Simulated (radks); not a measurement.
The oxygen anion O2-, [Ne], held by a Watson sphere: a shell of charge +2 at radius R that stands for the Madelung well of a crystal (potential energy -2/R inside, -2/r outside, in hartree with lengths in bohr). Method: non-relativistic Kohn-Sham, LDA (Slater exchange, Perdew-Wang correlation), spin-polarised, spherical densities, point nucleus; computed with a radial shooting solver on a logarithmic mesh with Libxc functionals. Response by self-consistent Sternheimer equations with the Hartree and adiabatic LDA kernel. The sphere does not respond.

| R (bohr) | e(1s) (eV) | e(2s) (eV) | e(2p) (eV) | <r> 2p (bohr) | sum of <r^2> (bohr^2) | X-ray form factor at sin(theta)/lambda = 0.1 1/angstrom | alpha (bohr^3) |
|---|---|---|---|---|---|---|---|
| 1.89 | -504.21 | -22.380 | -8.287 | 1.464 | 20.96 | 8.656 | 13.11 |
| 3.22 | -503.16 | -18.145 | -4.569 | 1.743 | 30.40 | 8.254 | 46.25 |
| 3.6 | -502.79 | -17.482 | -3.902 | 1.811 | 33.31 | 8.164 | 64.69 |
| 3.61 | -502.78 | -17.467 | -3.886 | 1.812 | 33.39 | 8.162 | 65.26 |
| 3.76 | -502.65 | -17.248 | -3.659 | 1.838 | 34.58 | 8.129 | 74.32 |
| 3.86 | -502.56 | -17.114 | -3.518 | 1.856 | 35.40 | 8.108 | 81.00 |
